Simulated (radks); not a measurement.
Hg8+, 72 electrons, occupied as [Kr] 4d10 4f14 5s2 5p(1/2: 1, 3/2: 4) 5d(3/2: 4, 5/2: 1) (not the ground configuration). Method: Dirac Kohn-Sham, BLYP, spin-unpolarised, spherical densities, finite nucleus; Fermi nuclear charge, rms radius 5.4648 fm; computed with a radial shooting solver on a logarithmic mesh with Libxc functionals.

Normalised radial functions P(r) = r R(r) (large component), r in bohr:

r	4f7/2	5d5/2
0.002501	0.0000	0.0001
0.003791	0.0000	0.0003
0.005747	0.0000	0.0010
0.008711	0.0001	0.0031
0.01321	0.0004	0.0093
0.02002	0.0017	0.0265
0.03035	0.0073	0.0691
0.046	0.0287	0.1574
0.06973	0.1002	0.2902
0.1057	0.2950	0.3721
0.1602	0.6927	0.1885
0.2429	1.2129	-0.3005
0.3682	1.4819	-0.5367
0.5582	1.1967	0.0403
0.8461	0.6063	0.8771
1.272	0.1748	0.9827
1.929	0.0212	0.4417
2.924	0.0007	0.0686

4f7/2: eigenvalue -224.92 eV, 0 radial nodes, <r> = 0.481 bohr, 90 % of the charge inside 0.768 bohr. 5d5/2: eigenvalue -124.13 eV, 2 radial nodes at r = 0.191, 0.548 bohr, <r> = 1.21 bohr, 90 % of the charge inside 1.76 bohr.
